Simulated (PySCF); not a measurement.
Geometry (Å), atoms numbered from 1 in this order:
```xyz
19

C    -1.6700    1.1167   -1.0567
C    -1.2555   -0.1401   -0.2892
C    -2.2270   -0.4251    0.8554
N     0.0893   -0.0324    0.2280
Si    1.4961   -0.5013   -0.6362
Si    3.2683   -0.2634    0.8052
H    -2.6615    0.9938   -1.4852
H    -1.6819    1.9774   -0.3900
H    -0.9627    1.3102   -1.8595
H    -1.2575   -0.9893   -0.9801
H    -2.2467    0.4133    1.5497
H    -1.9122   -1.3144    1.3957
H    -3.2321   -0.5828    0.4731
H     0.1582    0.7081    0.9108
H     1.6965    0.2380   -1.9046
H     1.2161   -1.8821   -1.0595
H     3.3221    1.0367    1.4862
H     4.5344   -0.3860    0.0791
H     3.3164   -1.2681    1.8704
```

Geometry: GFN2-xTB; GIAO shifts from PySCF, gas phase, non-relativistic, averaged over equivalent atoms.

At PBE0/pcSseg-1 (181 basis functions, 65 s wall time on 1 thread of an Arm Neoverse N1, shared host):
| atoms | δ (ppm) |
| --- | --- |
| C2 | 51.8 |
| C1/C3 | 28.5 |
| N4 | 44.7 |
| Si5 | -57.6 |
| Si6 | -122.1 |
| H15/H16 | 5.01 |
| H17/H18/H19 | 3.33 |
| H10 | 2.79 |
| H7/H8/H9/H11/H12/H13 | 1.15 |
| H14 | -0.78 |

Scale: TMS for 13C (186.93 ppm) and 29Si (349.16 ppm) and 1H (31.72 ppm); 15N (267.73 ppm) against NH3 (reference shieldings calculated alike).

Problem. Estimate the result of repeating the calculation with PW91/pcSseg-1.

Solution. 
| atoms | δ at PW91/pcSseg-1 | change |
| --- | --- | --- |
| C2 | 55.3 | +3.5 |
| C1/C3 | 28.9 | +0.4 |
| N4 | 53.7 | +9.0 |
| Si5 | -63.0 | -5.4 |
| Si6 | -130.0 | -7.9 |
| H15/H16 | 5.24 | +0.23 |
| H17/H18/H19 | 3.35 | +0.02 |
| H10 | 2.92 | +0.13 |
| H7/H8/H9/H11/H12/H13 | 1.16 | +0.01 |
| H14 | -0.77 | +0.01 |

Referencing at the same level of theory: 13C (σ = 181.47 ppm), 29Si (σ = 327.87 ppm), 1H (σ = 31.65 ppm) against TMS; NH3 for 15N (σ = 266.94 ppm).

The largest change is at N4 (nitrogen bonded to C, Si, H). Cost: 181 basis functions, of the order of 110 core-seconds.

Experimental scales use liquid or dissolved standards, which lie at an offset from isolated NH3 (liquid NH3: subtract about 20 ppm).
